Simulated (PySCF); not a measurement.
C₂H₈SiTe, SMILES CC[Te][SiH3].

Geometry: B3LYP-D3(BJ)/def2-SVP. This is a generated structure with no PubChem entry under its InChIKey; it may be hypothetical. The def2 effective core potentials stand for the cores of Te; spin–orbit coupling is left out. Other conformers were not sampled.

Level of theory: PBE/def2-TZVP (PySCF).

The molecule is in vacuum.

Computed frontier levels, gap, dipole moment and polarisability:
```
Item                                                                                                              Value
---------------------------------------------------------------------------------------------  ------------------------
highest occupied level                                                                                         -5.11 eV
lowest empty level                                                                                             -1.63 eV
orbital gap                                                                                                     3.48 eV
dipole moment                                                                                                    1.36 D
quadrupole, principal values (traceless, Buckingham form, about the centre of nuclear charge)    -4.25, -0.43, 4.68 D·Å
mean static polarisability                                                                        96.8 bohr³ (14.34 Å³)
polarisability, principal values                                                               75.5, 100.0, 114.7 bohr³
```
